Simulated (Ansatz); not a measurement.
Consider the redistribution: `CO[SiH](F)[O][GeH3]` + `COB(O)O` → `CO[SiH](F)OC` + `OB(O)[O][GeH3]`.

Isolated molecules relaxed with PBE0-D4/def2-TZVP in Ansatz; ΔE leaves out vibrations. CCSD(T)/CBS adds triple-zeta CCSD(T) − MP2 to the extrapolated MP2 energy (def2 sets, frozen cores). Functionals use def2-TZVPP. For Ge outer-core shells are correlated without core-valence functions, which leaves a few kJ/mol of doubt a bond. Scalar relativity is left out up to krypton. One conformer a species, not always the lowest.

```
             level  ΔE (kJ/mol)  difference from CCSD(T)/CBS
            B97M-V         13.2                         -0.3
         CAM-B3LYP         12.4                         -1.1
     CCSD/def2-SVP         14.9                          1.4
  CCSD(T)/def2-SVP         14.6                          1.1
    MP2/def2-TZVPP         12.7                         -0.8
   CCSD/def2-TZVPP         13.1                         -0.4
    MP2/def2-QZVPP         13.3                         -0.2
SCS-MP2/def2-QZVPP         13.5                          0.0
      HF/CBS(def2)         14.9                          1.4
     MP2/CBS(def2)         13.4                         -0.1
       CCSD(T)/CBS         13.5                            0
```

Largest T1 diagnostic among the species: 0.012.

Leaving LDA and LC-ωPBE aside and taking each functional with its dispersion term where it has one, the values, not all of them listed here, spread over 3.0 kJ/mol, from revPBE-D4 to BHLYP-D4.
